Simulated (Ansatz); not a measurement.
Born–Oppenheimer molecular dynamics of CH₁₀Si₄ (15 atoms, charge 0, multiplicity 1). It starts from a relaxed structure.

Method: Ansatz 0.2.0, UKS B3LYP-D4/STO-3G.

- ensemble: NVE (velocity Verlet)
- time step: 0.5 fs
- steps asked: 145
- starting velocities drawn for: 1500 K
- masses: H 2.014 u
- seed: 607732

First frame:

```xyz
15
Properties=species:S:1:pos:R:3
Si -0.481 -1.631 1.154
C 0.949 -0.623 0.535
Si 1.447 -0.647 -1.290
Si 0.706 1.103 -0.229
Si -1.370 1.943 -0.421
H -0.945 -1.160 2.441
H -1.586 -1.541 0.227
H -0.129 -3.027 1.294
H 1.798 -0.669 1.224
H 2.849 -0.849 -1.573
H 0.600 -1.426 -2.162
H 1.687 2.060 0.236
H -2.247 1.003 -1.080
H -1.360 3.161 -1.199
H -1.940 2.251 0.871
```

Task: How far do the bonds stretch over the last three quarters of this one trajectory? (Pairs bonded in most of those frames.)

Result: 
```
   bond  mean (Å)  spread (Å)  shortest  longest
 Si1–C2     1.861       0.051      1.78     1.96
 Si1–H6     1.448       0.015      1.42     1.47
 Si1–H7     1.447       0.032      1.40     1.50
 Si1–H8     1.459       0.054      1.37     1.54
 C2–Si3     1.911       0.023      1.87     1.94
 C2–Si4     1.917       0.098      1.77     2.05
  C2–H9     1.100       0.031      1.05     1.15
Si3–Si4     2.201       0.030      2.14     2.24
Si3–H10     1.475       0.106      1.31     1.63
Si3–H11     1.461       0.080      1.34     1.59
Si4–Si5     2.237       0.050      2.15     2.34
Si4–H12     1.449       0.003      1.44     1.46
Si5–H13     1.456       0.067      1.34     1.56
Si5–H14     1.449       0.011      1.43     1.47
Si5–H15     1.471       0.075      1.35     1.59
```

Mean temperature of the second half: 755 K. The conserved energy stayed within 0.49 meV per atom of its start (net change 0.32 meV per atom), so the integration is sound. Over the second half the temperature averaged 0.50 of the 1500 K drawn at the start: a run that starts near a minimum puts about half its kinetic energy into the potential. A run of 0.072 ps of so small a system gives no equilibrium averages. Limits of this set-up: minimal basis.

Run time: 9.2 min on 1 thread of Intel(R) Xeon(R) 6975P-C (Granite Rapids) (shared host), peak memory 0.23 GiB.
